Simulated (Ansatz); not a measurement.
`C=C[Si](N)(O)O` + H₂Te → `N[Si](O)(O)[TeH]` + ethylene  (ligand exchange at the Si–C bond)

Isolated molecules relaxed with PBE0-D4/def2-TZVP in Ansatz; ΔE leaves out vibrations. CCSD(T)/CBS adds triple-zeta CCSD(T) − MP2 to the extrapolated MP2 energy (def2 sets, frozen cores). This one scheme is used for every species. Functionals use def2-TZVPP. B3LYP here is the variant with VWN-RPA as its local correlation; programs differ in this. Elements past krypton have def2 core potentials. For Te outer-core shells are correlated without core-valence functions, which leaves a few kJ/mol of doubt a bond. One conformer a species, not always the lowest.

```
             level  ΔE (kJ/mol)  difference from CCSD(T)/CBS
            PBE-D4        -62.5                         -1.8
         r2SCAN-D4        -59.5                          1.2
          B3LYP-D4        -57.0                          3.7
           ωB97X-V        -55.2                          5.5
           ωB97M-V        -54.8                          5.9
               PBE        -62.1                         -1.4
            r2SCAN        -59.9                          0.8
              PBE0        -61.0                         -0.3
    MP2/def2-TZVPP        -60.2                          0.5
SCS-MP2/def2-TZVPP        -55.8                          4.9
   CCSD/def2-TZVPP        -50.5                         10.2
CCSD(T)/def2-TZVPP        -51.5                          9.2
     HF/def2-QZVPP        -52.1                          8.6
    MP2/def2-QZVPP        -65.5                         -4.8
SCS-MP2/def2-QZVPP        -60.7                          0.0
      HF/CBS(def2)        -52.1                          8.6
       CCSD(T)/CBS        -60.7                            0
```

Largest T1 diagnostic among the species: 0.011.
